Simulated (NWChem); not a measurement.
# A calculation on AlCl

```xyz
2

Al     0.0000     0.0000    -1.2166
Cl     0.0000     0.0000     0.9303
```
Charge 0, spin multiplicity 1.

Program: NWChem. The geometry was optimised at PBE0/def2-SVP, a minimum by its harmonic frequencies.

Symmetry labels belong to the abelian group C2v used in the runs, with the axes of the coordinates shown; states degenerate in a higher group split over its labels.

The correlated methods keep 10 core orbitals frozen. The structure started from a generated list of species.

Task: List the 4 singlet excitations that EOM-CCSD/def2-SVPD, 10 core orbitals frozen gives, with oscillator strengths.

Result: 
| state | symmetry | energy (eV) | wavelength (nm) | f |
|---|---|---|---|---|
| 1 | b2 | 4.90 | 253 | 0.206 |
| 2 | b1 | 4.90 | 253 | 0.206 |
| 3 | a1 | 6.85 | 181 | 0.485 |
| 4 | a2 | 6.89 | 180 | 0.000 |
These are the lowest roots of each symmetry, so higher states are missing between them.
